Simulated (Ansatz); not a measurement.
Geometry optimisation, RKS PBE/def2-SVP (Ansatz).

The input (input.yaml):

```yaml
crystal:
  periodic: [false, false, false]
  atoms:
    - { symbol: Al, position_ang: [0.235921, 0.537577, -0.477412] }
    - { symbol: Cl, position_ang: [-0.254393, 0.117873, 2.887916] }
    - { symbol: "N", position_ang: [1.738497, -0.360567, -0.792586] }
    - { symbol: H, position_ang: [1.794822, -1.35381, -1.024092] }
    - { symbol: H, position_ang: [2.676845, -0.011182, -0.588341] }
    - { symbol: O, position_ang: [-1.349005, 0.043808, -0.920044] }
    - { symbol: H, position_ang: [-1.555483, -0.821293, -1.296439] }
    - { symbol: "N", position_ang: [0.310587, 2.289849, 0.2125] }
    - { symbol: H, position_ang: [1.214942, 2.587279, 0.600261] }
    - { symbol: Si, position_ang: [-0.77362, 3.61683, -0.204756] }
    - { symbol: H, position_ang: [-1.701222, 3.156229, -1.297223] }
    - { symbol: H, position_ang: [-1.602583, 4.095441, 0.9671] }
    - { symbol: H, position_ang: [0.024309, 4.799557, -0.706302] }
    - { symbol: H, position_ang: [-0.240316, 1.22691, 2.119319] }
basis:
  gaussian: { orbitals: def2-SVP }
hamiltonian:
  xc: pbe
relax:
  f_tol: 0.03
  max_steps: 50
```

Launched with:

```bash
$ ansatz run input.yaml --threads 4 --pin off --max-ram 5120MiB --backend cpu --events-out ev --progress --plain --runs-dir out
```

Where does it end, and by what steps?

The run converged. After 23 steps the energy has fallen by 1.848 eV; H14 moved furthest, 1.61 Å. Parted: Cl2–H14 (1.35 → 2.92 Å). Joined: Al1–Cl2 (3.43 → 2.17 Å), N8–H14 (2.25 → 1.03 Å).

```
step  energy less start (eV)  largest force component (eV/Å)  accepted
   0                  0.0000                           1.118       yes
   1                 -0.1259                           0.480       yes
   2                 -0.1809                           0.791       yes
   3                 -0.2231                           0.853       yes
   4                 -0.3527                           1.223       yes
   5                 -0.5520                           1.442       yes
   6                 -0.8607                           1.513       yes
   7                 -1.0415                           3.483       yes
   8                 -1.3355                           1.995       yes
   9                 -1.4781                           1.064       yes
  10                 -1.5554                           0.870       yes
  11                 -1.6218                           0.508       yes
  12                 -1.6709                           0.441       yes
  13                 -1.7066                           0.180       yes
  14                 -1.7265                           0.345       yes
  15                 -1.7444                           0.347       yes
  16                 -1.7738                           0.362       yes
  17                 -1.8057                           0.418       yes
  18                 -1.8180                           0.320       yes
  19                 -1.8297                           0.314       yes
  20                 -1.8448                           0.070       yes
  21                 -1.8462                           0.070       yes
  22                 -1.8470                           0.083       yes
  23                 -1.8477                           0.020       yes
```

```xyz
14
Properties=species:S:1:pos:R:3
Al 0.200 0.304 0.293
Cl 0.021 -0.239 2.382
N 1.652 -0.377 -0.532
H 1.662 -0.597 -1.531
H 2.308 -0.995 -0.049
O -1.269 0.586 -0.623
H -1.959 -0.074 -0.784
N 0.467 2.306 0.476
H 1.389 2.543 0.077
Si -0.897 3.261 -0.301
H -0.885 3.022 -1.773
H -2.169 2.981 0.423
H -0.533 4.708 -0.067
H 0.533 2.496 1.489
```

Whether the end is a true minimum wasn't checked by a vibrational analysis.

Time of the run: 42 s on 4 threads of Arm Neoverse V2, on a shared host, peak memory 0.21 GiB.
